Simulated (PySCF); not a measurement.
Computed with PySCF with PBE-D3(BJ)/def2-TZVP // B3LYP-D3(BJ)/def2-TZVP. Gas-phase values, no solvent. Excitations are Tamm–Dancoff values on a coarser integration grid. The basis has no diffuse functions, so Rydberg states are missing or too high.

Reference species (SMILES): `BrB(Br)Br` (neutral, multiplicity 1).

| Item | Value |
|---|---|
| T1 excitation (TDA) | 3.98 eV |
| LUMO | -2.96 eV |
| HOMO–LUMO gap | 4.07 eV |
| S1–T1 gap (TDA) | 0.16 eV |

Changed species: `NB(N)Br` (2 of 3 Br replaced by NH2; the reference has 0 of 3 Br replaced by NH2).

Q: Predict the effect on the T1 excitation (TDA), LUMO, HOMO–LUMO gap and S1–T1 gap (TDA).

A: the T1 excitation (TDA) rises by 1.75 eV, to 5.73 eV; the LUMO goes up by 2.83 eV, to -0.13 eV; the HOMO–LUMO gap increases by 1.81 eV, to 5.88 eV; the S1–T1 gap (TDA) rises by 0.08 eV, to 0.24 eV.
